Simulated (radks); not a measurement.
Valence configurations of Zr (all share [Kr]). Calculated with a radial shooting solver on a logarithmic mesh with Libxc functionals: Dirac Kohn-Sham, PBE, spin-unpolarised, spherical densities, finite nucleus; open shells fill j = l - 1/2 first; Fermi nuclear charge, rms radius 4.2694 fm. Energies are relative to 4d2 5s2; eigenvalues in eV.

valence          E (eV)  e(4d3/2)  e(5p1/2)  e(5s1/2)
4d2 5s2           0.000    -3.641         -    -4.425
4d2.5 5s1.5       0.489    -2.938         -    -4.100
4d3 5s1           1.150    -2.349         -    -3.820
4d4               2.854    -1.533         -         -
4d2 5s1 5p1       2.960    -4.645    -2.082    -5.106
4d1 5s2 5p1       2.972    -6.348    -2.459    -5.825
4d2.5 5s0.5 5p1   3.294    -3.922    -1.918    -4.784
4d2 5p2           6.040    -5.555    -2.554         -
4d1 5s1 5p2       6.395    -7.269    -2.916    -6.392
5s2 5p2           7.858         -    -3.319    -7.153

NIST lists [Kr] 4d2 5s2 as the ground configuration; this level of theory agrees among the configurations tried. The energies are those of spherical spin-averaged densities, not of single terms.
